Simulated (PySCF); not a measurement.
MoOCl₃, SMILES [O]=[Mo+]([Cl])([Cl])[Cl], charge +1, multiplicity 1. Atoms are numbered in the order given.

```xyz
5

Mo     0.0000     0.0000    -0.2029
O      0.0000     0.0000    -1.8293
Cl     1.7990     1.0386     0.4540
Cl    -1.7990     1.0386     0.4540
Cl     0.0000    -2.0773     0.4540
```
Charge +1, spin multiplicity 1.

Coordinates come from a PBE0-D3(BJ)/def2-SVP optimisation. The spin state was assumed, not searched. The isomer is the one that the SMILES or the coordinates give; other isomers of the formula were not compared. The def2 effective core potentials stand for the cores of Mo; spin–orbit coupling is left out.

Level of theory: B3LYP/def2-TZVP run with PySCF.

Task: Estimate the frontier levels, gap, dipole moment and polarisability. (The exact figures need the calculation; the answer reports its results.)

Result: 
The highest occupied level is -15.19 eV and the lowest empty level is -10.26 eV. The orbital gap is 4.93 eV, the dipole moment about the centre of nuclear charge is 1.15 D and the mean static polarisability is 76.7 bohr³ (11.36 Å³). The polarisability, principal values is 59.7, 85.1, 85.1 bohr³.
